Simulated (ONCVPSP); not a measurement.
# Reading a pseudo-wave (C)

Columns: radius, all-electron u(r) and pseudo u(r) of the 2s shell (level -25.76 eV) of carbon in the configuration [He] 2s2 2p1; PBE, scalar-relativistic, ONCV scheme, ONCVPSP 4.0.1.

```json
{"r (bohr)": "0.082", "all-electron": "-0.3282", "pseudo": "0.0420"}
{"r (bohr)": "0.165", "all-electron": "-0.3661", "pseudo": "0.0887"}
{"r (bohr)": "0.248", "all-electron": "-0.2613", "pseudo": "0.1444"}
{"r (bohr)": "0.330", "all-electron": "-0.0986", "pseudo": "0.2112"}
{"r (bohr)": "0.413", "all-electron": "0.0819", "pseudo": "0.2902"}
{"r (bohr)": "0.495", "all-electron": "0.2529", "pseudo": "0.3766"}
{"r (bohr)": "0.578", "all-electron": "0.4069", "pseudo": "0.4690"}
{"r (bohr)": "0.660", "all-electron": "0.5360", "pseudo": "0.5613"}
{"r (bohr)": "0.742", "all-electron": "0.6416", "pseudo": "0.6490"}
{"r (bohr)": "0.825", "all-electron": "0.7247", "pseudo": "0.7260"}
{"r (bohr)": "0.908", "all-electron": "0.7856", "pseudo": "0.7857"}
{"r (bohr)": "0.990", "all-electron": "0.8261", "pseudo": "0.8261"}
{"r (bohr)": "1.072", "all-electron": "0.8497", "pseudo": "0.8497"}
{"r (bohr)": "1.155", "all-electron": "0.8588", "pseudo": "0.8588"}
{"r (bohr)": "1.238", "all-electron": "0.8558", "pseudo": "0.8558"}
{"r (bohr)": "1.320", "all-electron": "0.8430", "pseudo": "0.8430"}
{"r (bohr)": "1.402", "all-electron": "0.8226", "pseudo": "0.8225"}
{"r (bohr)": "1.485", "all-electron": "0.7959", "pseudo": "0.7959"}
{"r (bohr)": "1.568", "all-electron": "0.7647", "pseudo": "0.7647"}
{"r (bohr)": "1.650", "all-electron": "0.7307", "pseudo": "0.7307"}
{"r (bohr)": "1.733", "all-electron": "0.6943", "pseudo": "0.6943"}
{"r (bohr)": "1.815", "all-electron": "0.6572", "pseudo": "0.6572"}
{"r (bohr)": "1.898", "all-electron": "0.6192", "pseudo": "0.6192"}
{"r (bohr)": "1.980", "all-electron": "0.5818", "pseudo": "0.5818"}
{"r (bohr)": "2.062", "all-electron": "0.5450", "pseudo": "0.5450"}
{"r (bohr)": "2.145", "all-electron": "0.5088", "pseudo": "0.5087"}
```

(1) How many radial nodes do the two functions have?

(2) At about which radius was the pseudo-wave matched?

(3) Is the pseudo-wave norm-conserving?

Answers

(1) The all-electron 2s function has n − l − 1 = 1; the pseudo-wave has 0, since the states of the same l below it are removed with the core.

(2) 1.00 bohr. The columns agree to 0.0005 from 0.91 bohr on; several derivatives are matched, so the curves merge somewhat inside the radius.

(3) Yes: the ONCV scheme keeps the norm inside the radius equal to the all-electron one, which fixes the energy derivative of the logarithmic derivative at the level.
